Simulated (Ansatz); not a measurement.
Consider the redistribution: `N#C[SiH](F)F` + `BO[SiH2]F` → `F[SiH2]O[SiH](F)F` + `BC#N`.

Isolated molecules relaxed with PBE0-D4/def2-TZVP in Ansatz; ΔE leaves out vibrations. CBS: MP2 limit from def2 TZ/QZ plus the TZ coupled-cluster correction, frozen cores. This one scheme is used for every species. Each species was taken in one conformer, which may not be the lowest.

```
             level  ΔE (eV)
      MP2/def2-SVP    -0.01
  CCSD(T)/def2-SVP    -0.01
SCS-MP2/def2-TZVPP    -0.22
     HF/def2-QZVPP    -0.39
```

Q: What does CCSD(T)/CBS give? (Estimate.)

A: The calculation gave: -0.25 eV. The listed levels differ from it by 0.24, 0.24, 0.03, -0.14 eV.

Largest T1 diagnostic among the species: 0.014.

From BLYP to BHLYP (50 % exact exchange), in def2-TZVPP and without D4, ΔE moves by −0.10 eV. At CCSD(T), def2-SVP lies +0.24 eV from the extrapolated value and def2-TZVPP +0.02 eV.
